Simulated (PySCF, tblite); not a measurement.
Isomers of C6H10ClNSi, one GFN2-xTB conformer each. Single-point energies are computed at PBE0/pcSseg-1 (PySCF, gas phase, no added dispersion term), electronic only.

Question: Rank them by PBE0/pcSseg-1 energy, lowest first (kJ/mol).
A. `[CH3:1][SiH2:2][CH2:3]/[C:4]([Cl:5])=[CH:6]/[CH2:7][C:8]#[N:9]` with C1–Si2–C3–C4 -176°, Si2–C3–C4–Cl5 -71°, C4–C6–C7–C8 -106°
B. `[CH2:1]=[N:2][C@:3]1([CH3:4])[CH:5]=[C:6]([Cl:7])[CH2:8][SiH2:9]1` with C1–N2–C3–C4 142°, N2–C3–C5–C6 -108°, C5–C6–C8–Si9 -5°, C6–C8–Si9–C3 8°, N2–C3–Si9–C8 113°

Answer: A (0.0), B (42.6).

As drawn, the lower has a C≡N group, which the higher lacks; the higher has a C=N bond, which the lower lacks. GFN2-xTB itself gives, in the same order: 35.0, 0.0. GFN2-xTB puts C=N[C@]1(C)C=C(Cl)C[SiH2]1 lowest instead.

Which frontier levels, dipoles and rotational constants go with these structures?

```
                    SMILES  HOMO (eV, PBE0/pcSseg-1)  LUMO (eV)  dipole (D)       A, B, C (MHz)
     C[SiH2]C/C(Cl)=C/CC#N                     -7.42      -0.47        4.75  2533, 484.7, 440.8
C=N[C@]1(C)C=C(Cl)C[SiH2]1                     -7.09      -0.34        0.85  1770, 817.3, 729.2
```

What happens when harmonic zero-point energies from GFN2-xTB frequencies are added?

| SMILES | ZPE (kJ/mol) | electronic (kJ/mol) | with ZPE (kJ/mol) |
| --- | --- | --- | --- |
| C[SiH2]C/C(Cl)=C/CC#N | 365.1 | 0.0 | 0.0 |
| C=N[C@]1(C)C=C(Cl)C[SiH2]1 | 369.1 | 42.6 | 46.6 |

The zero-point energies span 4.0 kJ/mol. The order is unchanged.
